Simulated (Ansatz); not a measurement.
System: C6H12Cl, charge 0, multiplicity 2. It need not be the lowest isomer of its formula. SMILES: CCC[CH][C@H](C)Cl
Structure (B3LYP-D3(BJ)/def2-TZVP (Ansatz, a program for electronic structure) minimum search):
```
C
H 1 1.0964
H 1 1.1018 2 105.00
C 1 1.4836 2 109.80 3 -116.87
H 4 1.0856 1 118.53 2 -157.82
C 4 1.4544 5 117.40 1 166.45
H 6 1.0879 4 112.08 5 160.80
C 6 1.5125 7 112.09 4 132.23
H 8 1.0886 6 111.09 7 54.18
H 8 1.0902 9 108.56 6 -121.92
H 8 1.0930 9 108.68 10 -117.80
C 1 1.5302 2 110.04 3 116.95
H 12 1.0938 1 109.18 2 64.47
H 12 1.0943 13 106.29 1 -117.37
C 12 1.5251 13 109.82 14 -118.58
H 15 1.0912 12 111.37 13 58.09
H 15 1.0925 16 107.82 12 -122.08
H 15 1.0926 16 107.74 17 -115.84
Cl 6 1.9163 7 100.65 4 -114.16
```
Charge 0, spin multiplicity 2.

Wanted: atomisation energy (electronic, to ground-state atoms), in kcal/mol. Correlated levels leave the core frozen unless marked. Open shells are spin-unrestricted. Spin-orbit coupling is left out. No relativistic terms. The coupled-cluster limit lacks core correlation, which all-electron functionals hold. CBS(X,Y): correlation extrapolated as X^-3; Hartree-Fock from the larger set. [CCSD(T)-MP2]/basis is that difference in the basis named.

| level | program | atomisation energy (kcal/mol) |
|---|---|---|
| revPBE-D3(BJ)/def2-TZVPD | Ansatz + dftd3 | ___ |
| PBE0-D4/def2-TZVPD | Ansatz + dftd4 | 1784.8 |
| PBE0/def2-QZVPP | Ansatz | ___ |
| CAM-B3LYP-D3(BJ)/def2-TZVPD | Ansatz + dftd3 | ___ |
| wB97M-V/def2-TZVPD | Ansatz | 1769.9 |
| B2PLYP-D3(BJ)/def2-TZVPD | Ansatz + dftd3 | 1752.0 |
| RI-MP2/CBS(cc-pV(T+d)Z,cc-pV(Q+d)Z)+[CCSD(T)-MP2]/cc-pV(T+d)Z | Ansatz | 1766.3 |

**Question.** What belongs in the gaps?

**Answer.** 
- revPBE-D3(BJ)/def2-TZVPD, atomisation energy (kcal/mol): 1762.8
- PBE0/def2-QZVPP, atomisation energy (kcal/mol): 1778.4
- CAM-B3LYP-D3(BJ)/def2-TZVPD, atomisation energy (kcal/mol): 1774.0
